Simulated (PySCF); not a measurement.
# `N[SiH2]N[C@H]1[C@H](F)[C@@H]1F`, C$_{3}$H$_{8}$F$_{2}$N$_{2}$Si

Geometry:
```tsv
atom	x (Å)	y (Å)	z (Å)
N1	2.469	0.292	0.819
Si2	1.747	-0.973	-0.093
N3	0.224	-0.308	-0.580
C4	-0.665	0.308	0.325
C5	-1.888	1.046	-0.142
F6	-2.205	2.227	0.452
C7	-2.037	-0.238	0.634
F8	-2.484	-0.195	1.917
H9	2.465	1.226	0.439
H10	3.343	0.114	1.286
H11	2.341	-1.350	-1.380
H12	1.690	-2.105	0.835
H13	-0.249	-0.732	-1.362
H14	-0.155	0.751	1.171
H15	-2.175	1.059	-1.188
H16	-2.427	-1.112	0.124
```

The calculation used TDDFT wB97X-D/def2-SVPD circular dichroism and optical rotation, one conformer, gas phase (PySCF 2.14.0). Geometry: GFN2-xTB.

The molecule is flexible and this is one conformer; a measurement averages over conformers.

Stereocentres: C5 S, C7 R.

Problem. Give the optical rotatory dispersion at 633, 589.3, 546, 436, 405, 365, 355 nm.

Solution. [α] in deg dm⁻¹ (g/mL)⁻¹:
| λ (nm) | origin-invariant length gauge | modified velocity gauge | length gauge (centre of mass) | isotropic polarisability (au) |
| --- | --- | --- | --- | --- |
| 633 | -252.6 | -261.9 | -252.7 | 78.6 |
| 589.3 | -298.3 | -309.2 | -298.5 | 78.8 |
| 546 | -357.7 | -370.7 | -358.0 | 79.2 |
| 436 | -633.3 | -655.7 | -633.9 | 80.5 |
| 405 | -776.0 | -803.1 | -776.8 | 81.2 |
| 365 | -1053.6 | -1089.6 | -1054.8 | 82.3 |
| 355 | -1148.6 | -1187.6 | -1150.0 | 82.6 |

Problem. And for the mirror image at 589.3 nm?

Solution. +298.3 deg dm⁻¹ (g/mL)⁻¹ (origin-invariant length gauge): the same size and the opposite sign.

Problem. What is the molar rotation [Φ] = [α]·M/100 of the geometry above at 589.3 nm?

Solution. With M = 138.19 g/mol, -412.2 deg cm² dmol⁻¹ (origin-invariant length gauge).

The first excitation lies at 6.27 eV (198 nm) with R = -20.5 × 10⁻⁴⁰ esu² cm² (velocity form).
